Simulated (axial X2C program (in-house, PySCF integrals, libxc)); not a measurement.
## Photoelectron levels of SnSe by EOM-IP-CCSD

Calculated with an axial X2C code built on PySCF integrals: two-component X2C with atomic mean-field Coulomb and Gaunt terms, Gaussian nuclei, basis Sn dyall-cv3z, Se dyall-cv3z with contracted cores.

R = 2.329 Å (near the PBE0 minimum at charge 0 of the determinant lowest at the starting distance; the state shown can have its own minimum elsewhere).

Hartree–Fock spinors of SnSe (one of each Kramers pair; a window near the gap, which can cut inner shells):

```
  ω  occupied  ε (eV)                     character
1/2       yes  -23.60  71% Se s, 12% Sn s, 10% Sn p
1/2       yes  -14.77   58% Sn s, 29% Se p, 8% Se s
1/2       yes   -9.41  49% Se p, 33% Sn p, 14% Sn s
1/2       yes   -9.13   68% Se p, 24% Sn p, 4% Sn d
3/2       yes   -8.92   75% Se p, 18% Sn p, 5% Sn d
1/2        no   -0.13   76% Sn p, 15% Se p, 5% Sn d
3/2        no    0.06   77% Sn p, 14% Se p, 5% Sn d
1/2        no    2.20   70% Sn p, 15% Sn d, 6% Se p
1/2        no    3.54    84% Sn s, 5% Sn d, 4% Sn p
1/2        no    4.19    94% Sn p, 3% Se d, 2% Se p
3/2        no    4.34             94% Sn p, 3% Se d
```

Vertical ionisation energies of SnSe to the states of SnSe⁺:

```
Ω of SnSe⁺  vertical IE (eV)  above lowest (cm⁻¹)                   ionised spinor  one-hole weight
       3/2             8.924                    0             75% Se pπ, 18% Sn pπ             0.94
       1/2             9.155                 1864             73% Se pπ, 19% Sn pπ             0.94
       1/2             9.394                 3789  44% Se pσ, 37% Sn pσ, 13% Sn sσ             0.95
       1/2            13.835                39607   59% Sn sσ, 26% Se pσ, 9% Se sσ             0.75
```

(1) How far does the lowest EOM-IP-CCSD energy lie from the Koopmans value −ε of the highest filled spinor?

(2) Take the first Ω = 1/2 and Ω = 3/2 rows of π character: how far apart are they, and which lies lower?

This point took 35 s on 1 thread of Arm Neoverse N1 (shared host).

Reference electrons by ω block (each with its −ω partner): 1/2: 27, 3/2: 12, 5/2: 3. 20 electrons of SnSe correlated (inner shells frozen), 82 natural virtual spinors (a truncated set); levels can be off by some tenths of an eV. Roots sought by Ω: (1/2: 4, 3/2: 3, 5/2: 1); rows need 60 % one-particle weight and stop where some Ω has no more roots. Missing are any skipped roots, higher Ω and states of a further excitation; these come out far too high here and may in truth be low or lowest. T1 of the reference 0.021 (Lee–Taylor). Number of frozen shells: Sn 4 s, 3 p, 1 d; Se 3 s, 2 p, 1 d.

## Answers

(1) 8.924 eV against 8.92 eV, a shift of 0.00 eV: relaxation of the final state lowers the energy and the loss of correlation raises it.

(2) E(3/2) − E(1/2) = 0 − 1864 = -1864 cm⁻¹ at EOM-IP-CCSD: inverted, Ω = 3/2 lower. Splittings at this level can be off by ten to twenty per cent.
